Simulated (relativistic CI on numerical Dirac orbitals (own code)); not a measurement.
Method of calculation: Dirac-Coulomb-Breit CI, orbitals from a KLI potential per configuration, QED by a radiative potential, unscaled Slater integrals (own radial code, finite nucleus).

Configuration list (outside the closed core [Ne]): 3s²3p⁶3d⁶, 3s²3p⁵3d⁷, 3s²3p⁴3d⁸, 3s3p⁶3d⁷, 3p⁶3d⁸, 3s3p⁵3d⁸, 3s²3p⁶3d⁵4s, 3s²3p⁶3d⁵4p, 3s²3p⁶3d⁵4d, 3s²3p⁶3d⁵4f, 3s²3p⁴3d⁷4s, 3s²3p⁵3d⁶4s, 3s²3p⁶3d⁴4s², 3s²3p⁴3d⁷4p, 3s²3p⁶3d⁴4s4p, 3s²3p⁵3d⁶4p, 3s²3p⁶3d⁵5s, 3s²3p⁶3d⁴4p², 3s3p⁵3d⁷4s, 3s²3p⁶3d⁵5p, 3s²3p⁶3d⁴4s4d, 3s²3p⁶3d⁵5d, 3s3p⁵3d⁷4p, 3s3p⁶3d⁶4s, 3s²3p⁶3d⁵5f, 3s²3p⁵3d⁵4s², 3s3p⁶3d⁶4p, 3p⁶3d⁷4s, 3s²3p⁶3d⁵6p. Levels of other configurations are missing.

At this charge energies of transitions that change n are usually good to better than 1 %, and those within a shell (Δn = 0) to a few per cent. Terms inside the open d or f shell come out 10 to 20 % too wide with unscaled integrals.

Outline of the computed level scheme of Tc XX. Lowest level of each configuration: 3s²3p⁶3d⁶ ⁵D4 at 0.000 eV; 3s²3p⁵3d⁷ ⁵G°6 at 148.432 eV.

Some strong electric-dipole decays among the lowest 45 levels: 3s²3p⁵3d⁷ ³G°5 → 3s²3p⁶3d⁶ ⁵D4 (6.6e+10 s⁻¹); 3s²3p⁵3d⁷ ³D°2 → 3s²3p⁶3d⁶ ⁵D1 (2.5e+10 s⁻¹); 3s²3p⁵3d⁷ ⁵D°4 → 3s²3p⁶3d⁶ ⁵D3 (1.6e+10 s⁻¹); 3s²3p⁵3d⁷ ⁵G°5 → 3s²3p⁶3d⁶ ⁵D4 (1.4e+10 s⁻¹); 3s²3p⁵3d⁷ ⁵G°3 → 3s²3p⁶3d⁶ ⁵D2 (1.3e+10 s⁻¹); 3s²3p⁵3d⁷ ³D°3 → 3s²3p⁶3d⁶ ⁵D2 (1.1e+10 s⁻¹); 3s²3p⁵3d⁷ ⁵G°3 → 3s²3p⁶3d⁶ ⁵D3 (9.0e+09 s⁻¹); 3s²3p⁵3d⁷ ⁵G°4 → 3s²3p⁶3d⁶ ⁵D3 (8.8e+09 s⁻¹).

LS names give the leading component of a level, which can be under half, so a name can repeat, a term be missing and a line seem to break the LS rules.
